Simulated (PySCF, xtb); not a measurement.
Bi(Me)2(SiH3) (C₂H₉BiSi), SMILES [SiH3][Bi]([CH3])[CH3].

GFN2-xTB (xtb) at its own geometry gives an orbital gap of 4.29 eV and a dipole moment of 2.03 D.

Geometry optimised at B3LYP-D3(BJ)/def2-SVP. The structure was generated by enumeration; whether it is a known compound was not checked. The def2 effective core potentials stand for the cores of Bi; spin–orbit coupling is left out.

Task: What does PBE/def2-TZVP (PySCF) give? (The exact figures need the calculation; the answer reports its results.)

Result: gap 4.68 eV (levels -5.81 and -1.13 eV), dipole 1.09 D.
